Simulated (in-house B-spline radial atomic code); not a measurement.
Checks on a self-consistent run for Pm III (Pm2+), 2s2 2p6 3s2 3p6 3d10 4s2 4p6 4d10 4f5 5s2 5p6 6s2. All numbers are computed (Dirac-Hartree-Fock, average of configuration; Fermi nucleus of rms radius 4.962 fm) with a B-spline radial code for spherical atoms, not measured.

```csv
orbital,q,ε (Eh),<1/r>,<r²>,small-component weight
2s1/2,2,-293.04132,16.4808,0.0109721,0.011871
2p1/2,2,-282.20814,16.5127,0.00784608,0.011955
2p3/2,4,-259.14842,14.7273,0.00905296,0.011162
3s1/2,2,-67.55562,6.03869,0.0723723,0.0037799
3p1/2,2,-61.69346,5.97541,0.0665956,0.0037356
3p3/2,4,-56.89470,5.52663,0.0734188,0.0035166
3d3/2,4,-45.36603,5.41211,0.0585116,0.0034072
3d5/2,6,-44.29667,5.2952,0.0604679,0.0033392
4s1/2,2,-15.29173,2.50663,0.366579,0.0011766
4p1/2,2,-12.78304,2.41454,0.38147,0.0011118
4p3/2,4,-11.70469,2.27182,0.416562,0.0010425
4d3/2,4,-7.15515,2.06,0.47696,0.00088641
4d5/2,6,-6.94976,2.02143,0.491527,0.00086454
4f5/2,2.1429,-1.75723,1.57383,0.794466,0.00055344
4f7/2,2.8571,-1.73130,1.56011,0.80878,0.00054586
5s1/2,2,-3.00849,0.978282,2.04002,0.00025619
5p1/2,2,-2.15256,0.886831,2.45513,0.00021557
5p3/2,4,-1.98181,0.837051,2.70477,0.00019688
6s1/2,2,-0.71414,0.376191,12.3655,4.5279e-05
```

Electron-electron repulsion V_ee = 3329.8262 hartree.

Q: What total energy follows from the eigenvalues?

A: The eigenvalues count the repulsion twice, so E = Σqε - V_ee = -3322.091 - 3329.826 = -6651.917 hartree; the run printed -6651.917.

Q: Does the Dirac virial theorem hold?

A: For a point nucleus E = -2c²Σq·w, with w the small-component weight. Here Σq·w = 0.17711 and c = 137.0360, so the ratio E/(-2c²Σq·w) is 1.000025; the finite nucleus accounts for the departure from 1.

Q: What diamagnetic shielding (Lamb formula) and susceptibility (Langevin formula) do the radii give?

A: σ = (α²/3)Σq<1/r> = 279.409/(3·137.036²) = 4959.6 ppm, and χ = -0.79199×10⁻⁶·Σq<r²> = -45.79×10⁻⁶ cm³/mol with Σq<r²> = 57.815 bohr². Both are non-relativistic formulas without the paramagnetism of open shells; for so heavy an element the full relativistic shielding is larger by tens of per cent.
